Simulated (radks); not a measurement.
Question: Species: the silver ion Ag4+. Configuration: [Kr] 4d7 (the NIST ground configuration). Method: scalar-relativistic Kohn-Sham, r2SCAN, spin-unpolarised, spherical densities, finite nucleus; meta-GGA in the generalised Kohn-Sham scheme; Fermi nuclear charge, rms radius 4.5454 fm; computed with a radial shooting solver on a logarithmic mesh with Libxc functionals. Some entries of the table are withheld. Estimate them.

orbital  occ.  eigenvalue (eV)  <1/r> (bohr^-1)
1s          2        -25437.90            49.43
2s          2              (1)            11.25
2p          6              (2)            10.85
3s          2        -751.7319              (3)
3p          6        -622.8195              (4)
3d         10        -420.0855            3.531
4s          2        -154.0338              (5)
4p          6        -115.9474            1.381
4d          7         -60.1374            1.104

Answer: 
(1) 2s eigenvalue (eV): -3809.565
(2) 2p eigenvalue (eV): -3420.252
(3) 3s <1/r> (bohr^-1): 3.958
(4) 3p <1/r> (bohr^-1): 3.764
(5) 4s <1/r> (bohr^-1): 1.522
